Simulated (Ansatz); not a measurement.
H₅OPSSi, SMILES `O[SiH](P)S`, relaxed with RKS PBE-D4/def2-SVP in Ansatz 0.2.0 from a rough embedded geometry. The force threshold is 0.03 eV/Å; the program also tests the step.

Charge 0, multiplicity 1.

Start:

```xyz
9

O     0.319   -0.444    1.627
Si    0.354   -0.038    0.087
P    -1.586   -0.655   -0.748
S     0.564    2.116   -0.094
H    -0.428   -0.025    2.186
H     1.502   -0.683   -0.583
H    -1.290   -2.031   -0.859
H    -1.229   -0.376   -2.159
H     1.794    2.137    0.542
```

```
step  energy (eV)  largest force (eV/Å)  largest move (Å)
   1  -30106.3305                 4.077             0.000
   2  -30106.5472                 1.863             0.167
   3  -30106.6492                 0.751             0.150
   4  -30106.6574                 0.364             0.084
   5  -30106.6654                 0.110             0.028
   6  -30106.6661                 0.124             0.025
   7  -30106.6682                 0.066             0.026
   8  -30106.6690                 0.035             0.041
   9  -30106.6692                 0.028             0.011
```

End:

```xyz
9

O     0.356   -0.534    1.746
Si    0.338   -0.047    0.138
P    -1.649   -0.556   -0.856
S     0.454    2.097   -0.132
H    -0.339   -0.133    2.298
H     1.542   -0.724   -0.440
H    -1.335   -1.963   -0.892
H    -1.108   -0.322   -2.171
H     1.742    2.181    0.309
```

Hardware: 2 threads of an Arm Neoverse V1 on a shared host. Wall time 17 s, peak host memory 0.15 GiB.
